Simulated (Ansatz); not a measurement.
The cluster Te₂Au₃. The state is a doublet with charge 0. Geometry PBE-D4/def2-SVP; atoms count from 1.

```xyz
5

Au   -0.081   -2.042    0.415
Au    1.342    0.994   -1.371
Au   -1.375    1.132   -1.226
Te   -1.549    0.039    1.176
Te    1.662   -0.123    1.005
```

In the def2 sets Au, Te take a core potential; there is no spin–orbit coupling. No other spin state of charge 0 was run. Another isomer (doublet) lies 0.98 eV lower at PBE0-D4/def2-TZVP; other spin states weren't run for this one.

Question: Estimate the Mulliken populations from the PBE0/def2-TZVP orbitals of Ansatz.

Answer: 
| atom | charge (e) | spin (α − β) | d electrons |
| --- | --- | --- | --- |
| Au1 | 0.45 | -0.01 | 9.69 |
| Au2 | 0.10 | 0.32 | 9.75 |
| Au3 | 0.10 | 0.32 | 9.75 |
| Te4 | -0.33 | 0.18 | – |
| Te5 | -0.33 | 0.18 | – |
Mulliken values and Mayer orders depend strongly on the basis.

Question: Where does the spin sit?

Answer: Summed by element: Au 0.64, Te 0.36, of 1 unpaired in all. Largest on single atoms: Au2 0.32, Au3 0.32, Te4 0.18.

Question: And the Mayer bond orders between bonded heavy atoms (over 0.3)?

Answer: Au1–Te4 0.70 (2.66 Å); Au1–Te5 0.70 (2.66 Å); Au2–Au3 0.54 (2.72 Å); Au2–Te5 0.70 (2.65 Å); Au3–Te4 0.70 (2.64 Å); Te4–Te5 0.89 (3.22 Å).
